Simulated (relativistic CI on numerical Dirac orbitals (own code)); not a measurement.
Fe²⁺ in a cubic cluster: L2,3 absorption with charge transfer

Computed with a charge-transfer multiplet model of a cubic metal-ligand cluster with up to 3 ligand holes, Slater and spin-orbit integrals from Dirac-Coulomb-Breit ions, Slater integrals scaled by 0.9. The ground state mixes d6 with configurations of k ligand holes L, whose averages lie at kΔ + k(k − 1)U_dd/2; a core hole lowers each added d electron by U_cd. 300 K, Lorentzian 0.4 eV and Gaussian 0.3 eV FWHM.

Atomic integrals in eV (Slater integrals scaled, ζ unscaled), ground: F2dd 9.813, F4dd 6.093, zeta_d 0.049; with the core hole: F2dd 10.545, F4dd 6.555, zeta_d 0.067, zeta_core 8.135, F2cd 6.142, G1cd 4.566, G3cd 2.594.

Cluster parameters (eV): U_dd = 5.4, U_cd = 6.9, 10Dq = 0.95, 10Dq(ligand) = 1, V(eg) = 2, V(t2g) = -0.99, final-state hopping factor = 1.

| Case | n_d | d6 | d7L | d8L2 | d9L3 | S |
| --- | --- | --- | --- | --- | --- | --- |
| Δ = -0.2 eV | 6.91 | 0.27 | 0.56 | 0.16 | 0.01 | 0.06 |
| Δ = 2.8 eV | 6.27 | 0.74 | 0.24 | 0.01 | 0.00 | 2.00 |
| Δ = 3.8 eV | 6.21 | 0.80 | 0.19 | 0.01 | 0.00 | 2.00 |
| Δ = 4.8 eV | 6.17 | 0.84 | 0.16 | 0.01 | 0.00 | 2.00 |
| Δ = 5.8 eV | 6.14 | 0.87 | 0.13 | 0.00 | 0.00 | 2.00 |

Weights, n_d and S are thermal averages at 300 K. Photon energies count from the first peak over 30 % of the highest in each spectrum, which can be another peak from case to case. The parameters are a model scan and need not match a compound or its usual spin state. Peaks in eV (height, largest 100):
- Δ = -0.2 eV: 0.0 (100), 1.8 (26), 2.9 (14), 12.2 (52), 13.4 (18)
- Δ = 2.8 eV: -2.1 (25), -1.5 (29), 0.0 (100), 2.7 (17), 4.0 (9), 11.3 (13), 12.8 (29), 13.7 (16), 15.2 (7)
- Δ = 3.8 eV: -2.1 (23), -1.5 (29), 0.0 (100), 2.4 (19), 11.4 (13), 12.8 (31), 15.6 (7)
- Δ = 4.8 eV: -2.1 (21), -1.4 (29), 0.0 (100), 1.2 (53), 2.7 (20), 3.8 (12), 11.4 (13), 12.8 (33), 15.8 (7)
- Δ = 5.8 eV: -2.1 (20), -1.3 (29), 0.0 (100), 0.9 (55), 1.2 (55), 2.8 (21), 4.0 (10), 11.4 (13), 12.8 (33), 15.9 (8)

For the case Δ = 2.8 eV, Δ = 2.8 eV is smaller than U_dd = 5.4 eV, the charge-transfer side of the Zaanen-Sawatzky-Allen scheme. With the core hole the configuration with one ligand hole lies at Δ + U_dd − U_cd = -1.7, 1.3, 2.3, 3.3, 4.3 eV from the one without, in the order of the table; where this is negative the screened configuration lies lower, though the effective hopping of about 3.0 eV (from the holes of the mixed ground state) mixes the two strongly wherever it is as large as the gap. The thermal average of S changes within this range, from 0.1 to 2.0; a value between half-integers is an average over states of different spin.
